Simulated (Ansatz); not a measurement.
CH$_{5}$FGeOSe, SMILES `C[O][GeH]([F])[SeH]`. Charge 0, multiplicity 1. Geometry: relaxed with PBE0-D4/def2-TZVP. It is one conformer, not always the lowest.

```xyz
10

C    -0.873   -0.811   -1.069
O    -0.970   -0.650    0.333
Ge    0.244    0.244    1.228
F     1.742   -0.627    1.087
Se    0.692    2.349    0.302
H    -1.818   -1.231   -1.418
H    -0.706    0.145   -1.577
H    -0.064   -1.499   -1.335
H    -0.210    0.239    2.685
H     1.961    1.842   -0.236
```

Task: What is the dipole moment at PBE/def2-TZVPP? (Best estimate.)

Result: Computed: 1.01 D, with components (-0.55, 0.59, -0.61) D in this frame, pointing from negative to positive charge.

Task: And with r2SCAN, B3LYP, ωB97M-V? (Estimate.)

Result: The calculation gave: r2SCAN 1.02 D, B3LYP 1.11 D, ωB97M-V 1.07 D.

Task: Give the Mulliken charges with PBE, ωB97M-V, B3LYP in def2-TZVPP. (Best estimate.)

Result: Ansatz gave: 
| atom | PBE | ωB97M-V | B3LYP |
| --- | --- | --- | --- |
| C1 | -0.14 | -0.18 | -0.13 |
| O2 | -0.33 | -0.40 | -0.40 |
| Ge3 | 0.65 | 0.68 | 0.73 |
| F4 | -0.34 | -0.37 | -0.38 |
| Se5 | -0.25 | -0.25 | -0.25 |
| H6 | 0.11 | 0.12 | 0.11 |
| H7 | 0.09 | 0.11 | 0.10 |
| H8 | 0.11 | 0.13 | 0.11 |
| H9 | 0.01 | 0.05 | 0.02 |
| H10 | 0.09 | 0.11 | 0.08 |

B3LYP here is the variant with VWN-RPA as its local correlation; programs differ in this.
